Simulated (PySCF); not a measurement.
C10H10SSi, SMILES [SiH3]c1cccc(-c2cccs2)c1 (GFN2-xTB optimised geometry):

```
22

Si    -3.383    -1.929     0.017
C     -2.400    -0.318     0.000
C     -3.055     0.911     0.001
C     -2.339     2.095     0.002
C     -0.958     2.078     0.001
C     -0.269     0.862     0.000
C      1.180     0.822    -0.003
C      2.074     1.859    -0.007
C      3.420     1.444    -0.011
C      3.550     0.093    -0.011
S      2.029    -0.701    -0.005
C     -1.013    -0.318     0.000
H     -2.483    -3.041    -0.288
H     -4.447    -1.845    -0.986
H     -3.980    -2.112     1.343
H     -4.135     0.938     0.000
H     -2.860     3.041     0.002
H     -0.414     3.009     0.001
H      1.786     2.895    -0.007
H      4.253     2.124    -0.015
H      4.447    -0.493    -0.014
H     -0.485    -1.262    -0.002
```

Level of theory: PySCF with PBE0/def2-SVP.

Question: What are the frontier orbital energies and the dipole moment?

Answer: HOMO-2 -7.54 eV, HOMO-1 -7.30 eV, HOMO -6.20 eV, LUMO -1.30 eV, LUMO+1 -0.49 eV; dipole moment 1.13 D.

Meta-Löwdin charges at PBE0/def2-SVP: Si1 0.48, C2 -0.21, C3 -0.10, C4 -0.10, C5 -0.10, C6 0.01, C7 -0.10, C8 -0.14, C9 -0.13, C10 -0.23, S11 0.24, C12 -0.11, H13 -0.09, H14 -0.09, H15 -0.09, H16 0.10, H17 0.11, H18 0.11, H19 0.11, H20 0.12, H21 0.13, H22 0.10.
